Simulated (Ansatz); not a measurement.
Reaction (isomerisation): `COC(=O)[SiH3]` → `OC1CO[SiH2]1`

Computed with Ansatz on PBE0-D4/def2-TZVP structures; ΔE is electronic, products minus reactants. CCSD(T)/CBS adds triple-zeta CCSD(T) − MP2 to the extrapolated MP2 energy (def2 sets, frozen cores). Functionals use def2-TZVPP. B3LYP here is the variant with VWN-RPA as its local correlation; programs differ in this. HSE06 is defined as in plane-wave codes. One conformer a species, not always the lowest.

`COC(=O)[SiH3]`:

Cartesian coordinates in Å:
```
C -2.029 -0.155 0.054
O -0.658 -0.539 0.189
C 0.239 0.397 -0.148
O -0.060 1.494 -0.542
Si 2.063 -0.165 0.061
H -2.247 0.706 0.687
H -2.610 -1.018 0.368
H -2.252 0.104 -0.982
H 2.154 -1.578 0.499
H 2.723 0.019 -1.254
H 2.677 0.733 1.068
```

`OC1CO[SiH2]1`:

```xyz
11

O    -1.098    1.435    0.283
C     0.078    0.651    0.307
C    -0.195   -0.704    0.993
O     0.145   -1.656   -0.042
Si    0.492   -0.477   -1.167
H    -0.949    2.198   -0.280
H     0.910    1.188    0.776
H     0.422   -0.889    1.876
H    -1.252   -0.787    1.259
H     1.888   -0.542   -1.681
H    -0.441   -0.415   -2.325
```

```tsv
level	ΔE (kJ/mol)	difference from CCSD(T)/CBS
LDA (SPW92)	-16.2	0.7
PBE-D4	2.9	19.8
revPBE-D4	6.3	23.2
BLYP-D4	20.6	37.5
r2SCAN-D4	-0.2	16.7
B97M-V	-5.3	11.6
PBE0-D4	-14.0	2.9
B3LYP-D4	5.1	22.0
r2SCANh-D4	-6.2	10.7
HSE06-D4	-14.0	2.9
CAM-B3LYP-D4	-3.4	13.5
ωB97X-V	-10.8	6.1
ωB97M-V	-13.7	3.2
PBE-QIDH	-21.7	-4.8
PBE	4.8	21.7
BLYP	25.3	42.2
r2SCAN	0.1	17.0
PBE0	-12.5	4.4
B3LYP	8.4	25.3
r2SCANh	-5.9	11.0
r2SCAN0	-14.3	2.6
HSE06	-12.6	4.3
BHLYP	-6.5	10.4
CAM-B3LYP	-1.9	15.0
LC-ωPBE	-20.5	-3.6
RPA@PBE/def2-TZVPP	-4.0	12.9
HF/def2-SVP	31.9	48.8
MP2/def2-SVP	25.4	42.3
CCSD/def2-SVP	26.5	43.4
HF/def2-TZVPP	4.9	21.8
MP2/def2-TZVPP	-17.5	-0.6
SCS-MP2/def2-TZVPP	-10.9	6.0
CCSD/def2-TZVPP	-14.1	2.8
CCSD(T)/def2-TZVPP	-9.4	7.5
HF/def2-QZVPP	3.7	20.6
MP2/def2-QZVPP	-22.2	-5.3
SCS-MP2/def2-QZVPP	-15.6	1.3
HF/CBS(def2)	3.6	20.5
MP2/CBS(def2)	-25.0	-8.1
CCSD/CBS(def2)	-21.6	-4.7
CCSD(T)/CBS	-16.9	0
```

(1) What do rigid-rotor, harmonic-oscillator terms from PBE0-D4/def2-TZVP frequencies (298.15 K, 1 bar) make of the CCSD(T)/CBS value? (Best estimate.)

Largest T1 diagnostic among the species: 0.016.

## Answers

(1) Ansatz gave: ΔZPE = +10.9 kJ/mol, ΔH = -8.9 kJ/mol, ΔS = -29 J/(mol·K), ΔG = -0.3 kJ/mol. Modes under 50 cm⁻¹ make the entropy rough.

From BLYP to BHLYP (50 % exact exchange), in def2-TZVPP and without D4, ΔE moves by −31.7 kJ/mol. At CCSD(T), def2-SVP lies +49.9 kJ/mol from the extrapolated value and def2-TZVPP +7.5 kJ/mol.

CCSD(T)/CBS has its own doubt, a few kJ/mol and more with outer-core shells, so smaller differences from it don't rank the levels.
